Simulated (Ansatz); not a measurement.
Two isomers of C2H9FSi2: A = `C[SiH2]C[SiH2]F`, B = `C[SiH](C)[SiH2]F`.

Computed with Ansatz on PBE0-D4/def2-TZVP structures; ΔE is electronic, products minus reactants. CBS: MP2 limit from def2 TZ/QZ plus the TZ coupled-cluster correction, frozen cores. DFT in def2-TZVPP. One conformer a species, not always the lowest.

A:

```xyz
14

C    -1.108    2.052    0.672
Si    0.066    0.601    0.772
C    -0.102   -0.518   -0.727
Si    1.019   -1.990   -0.736
F     0.774   -2.858   -2.064
H    -1.003    2.697    1.548
H    -2.145    1.711    0.624
H    -0.907    2.654   -0.218
H    -0.210   -0.192    2.003
H     1.471    1.090    0.858
H     0.092    0.077   -1.627
H    -1.140   -0.867   -0.785
H     0.748   -2.878    0.422
H     2.445   -1.578   -0.741
```

B:

```xyz
14

C    -1.337   -1.212   -0.493
Si    0.166   -0.090   -0.537
C     1.619   -0.863    0.362
Si   -0.351    1.999    0.398
F    -0.767    1.806    1.944
H    -1.105   -2.183   -0.938
H    -1.664   -1.380    0.536
H    -2.172   -0.777   -1.046
H     0.545    0.179   -1.958
H     1.382   -1.019    1.417
H     1.872   -1.832   -0.076
H     2.504   -0.225    0.305
H    -1.498    2.661   -0.284
H     0.805    2.937    0.370
```

Which isomer does CCSD(T)/CBS put lower? Give the gap. (An estimate is asked.)

Computed: A, by 24.2 kJ/mol.

Give E(B) − E(A) in kJ/mol with MP2/def2-TZVPP, CCSD(T)/def2-TZVPP, PBE0-D4, CCSD/def2-TZVPP, BLYP-D4, CCSD(T)/def2-SVP, ωB97M-V. (An estimate is asked.)

Computed: MP2/def2-TZVPP 30.7, CCSD(T)/def2-TZVPP 24.8, PBE0-D4 13.8, CCSD/def2-TZVPP 25.5, BLYP-D4 13.8, CCSD(T)/def2-SVP 23.1, ωB97M-V 27.4. None reverses the order clearly.

Does the order hold for the free energy at 298.15 K (harmonic terms from PBE0-D4)? (Best estimate.)

The calculation gave: Yes: G(B) − G(A) = +28.9 kJ/mol, for one conformer each. Modes under 60 cm⁻¹, often nearly free rotors, make the harmonic entropy too high.

Largest T1 diagnostic: 0.011.

Leaving LDA and LC-ωPBE aside and taking each functional with its dispersion term where it has one, the values, not all of them listed here, spread over 18.7 kJ/mol, from PBE-D4 to ωB97M-V. LDA lies +6.1 kJ/mol from PBE without D4. From PBE to PBE0 (25 % exact exchange), in def2-TZVPP and without D4, E(B) − E(A) moves by +5.3 kJ/mol.
